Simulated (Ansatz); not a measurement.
The cluster HfO₂ (the lowest singlet isomer of a short search) was relaxed with B3LYP-D4 (def2-TZVP) in Ansatz in these states: neutral quintet, neutral singlet, neutral triplet. The geometries follow in no particular order.

In the def2 sets Hf takes a core potential; there is no spin–orbit coupling.

A:

Cartesian coordinates in Å:
```
Hf -0.3357 0.1053 -0.2652
O -0.9243 0.2784 1.6469
O 1.2601 -0.3837 -1.3817
```

B:

```csv
atom,x (Å),y (Å),z (Å)
Hf1,-0.634,0.298,0.043
O2,-0.287,-1.455,0.126
O3,0.921,1.156,-0.169
```

C:

Cartesian coordinates in Å:
```
Hf -0.191 0.714 0.259
O 0.104 -0.835 1.195
O 0.087 0.121 -1.454
```

**Question.** Judge from the bond lengths which geometry belongs to which state (an estimate).

**Answer.** A is the neutral quintet (Hf1–O3 2.008 Å, Hf1–O2 2.008 Å); B is the neutral singlet (Hf1–O3 1.789 Å, Hf1–O2 1.789 Å); C is the neutral triplet (Hf1–O3 1.834 Å, Hf1–O2 1.834 Å).

At PBE0-D4/def2-TZVP a singlet lies 4.82 eV below the neutral quintet. At PBE0-D4/def2-TZVP a singlet lies 1.31 eV below the neutral triplet. These are the stationary points nearest to one start from a short search; other shapes may lie lower in each state.
